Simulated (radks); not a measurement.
Q: Radial electron density D(r) = 4 pi r^2 rho(r) of an atom or ion with 40 electrons. All-electron calculation, scalar-relativistic Kohn-Sham, LDA (Slater exchange, Perdew-Wang correlation), spin-unpolarised, spherical densities, finite nucleus; Fermi nuclear charge, rms radius of each element as measured or else 0.836 A^(1/3) + 0.57 fm. Program: a radial shooting solver on a logarithmic mesh with Libxc functionals.

r (bohr)  D(r) (e/bohr)
0.005608          13.99
0.006425          16.97
0.007421          20.59
0.008502          24.43
0.00974           28.63
0.01125           33.33
0.01289           37.83
0.01476           42.15
0.01692           46.00
0.01954           49.20
0.02238           51.09
0.02564           51.68
0.02961           50.87
0.03393           49.00
0.03887           46.62
0.04453           44.53
0.05143           43.62
0.05892           44.76
0.06751           48.11
0.07796           53.47
0.08932           58.86
0.1023            62.73
0.1172            63.40
0.1354            59.81
0.1551            53.22
0.1777            45.84
0.2053            40.29
0.2352            39.19
0.2694            41.87
0.3087            45.88
0.3565            47.84
0.4084            45.05
0.4679            37.74
0.5404            27.60
0.6191            18.90
0.7093            13.20
0.8126            10.77
0.9385            10.40
1.075             10.41
1.232             9.701
1.423             8.015
1.63              6.010
1.867             4.135
2.139             2.678
2.471             1.629
2.831            0.9962
3.243            0.5915
3.745            0.3203
4.291            0.1635
4.916           0.07382
5.632           0.02867
6.505          0.008672
7.452          0.002271

What is the nuclear charge?

A: Z = 41. The innermost maximum, from 1s, lies near gamma/Z bohr with gamma = sqrt(1 - (Z/c)^2) = 0.954, here 0.0233 bohr (found: 0.0254), and its height grows with Z. The density is that of the niobium ion Nb+ in [Kr] 4d4; the configuration itself is not fixed sharply by these data, and Z only to a few units. D(r) has 4 maxima, at r = 0.0254, 0.113, 0.354, 1.02 bohr, and minima at 0.0510, 0.228, 0.909 bohr, inside which lie 2.03, 11.10, 29.47 electrons.
